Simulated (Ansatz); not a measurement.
Computed with Ansatz on PBE0-D4/def2-TZVP structures; ΔE is electronic, products minus reactants. CCSD(T)/CBS adds triple-zeta CCSD(T) − MP2 to the extrapolated MP2 energy (def2 sets, frozen cores). This one scheme is used for every species. DFT in def2-TZVPP. HSE06 is defined as in plane-wave codes. For Ga outer-core shells are correlated without core-valence functions, which leaves a few kJ/mol of doubt a bond. Scalar relativity is left out up to krypton.

`[OH][GaH2]` + silanol → `[SiH3][O][GaH2]` + H₂O  (ligand exchange at a Ga–O bond)

Question: Is it downhill or uphill in electronic energy at CCSD(T)/CBS, and by how much? (An estimate is asked.)

Answer: The calculation gave: Downhill: ΔE = -18.6 kJ/mol.

Question: What do these levels give: LDA (SPW92), BLYP-D4, PBE0-D4, HSE06-D4, PBE, r2SCAN, PBE0, RPA@PBE/def2-TZVPP, MP2/def2-SVP, MP2/def2-TZVPP, HF/def2-QZVPP, SCS-MP2/def2-QZVPP? (Best estimate.)

Answer: Computed: LDA (SPW92) -9.0, BLYP-D4 -14.0, PBE0-D4 -15.8, HSE06-D4 -15.8, PBE -8.1, r2SCAN -12.6, PBE0 -12.6, RPA@PBE/def2-TZVPP -16.9, MP2/def2-SVP -18.6, MP2/def2-TZVPP -18.1, HF/def2-QZVPP -21.2, SCS-MP2/def2-QZVPP -18.5 kJ/mol.

Largest T1 diagnostic among the species: 0.015.

From BLYP to BHLYP (50 % exact exchange), in def2-TZVPP and without D4, ΔE moves by −8.2 kJ/mol. The D4 term adds −5.6 kJ/mol with B3LYP and −3.2 kJ/mol with PBE0; it sums over pairs of atoms, weighted by their polarisabilities, and B3LYP, whose exchange is more repulsive, gets the larger term.

B3LYP here is the variant with VWN-RPA as its local correlation; programs differ in this.
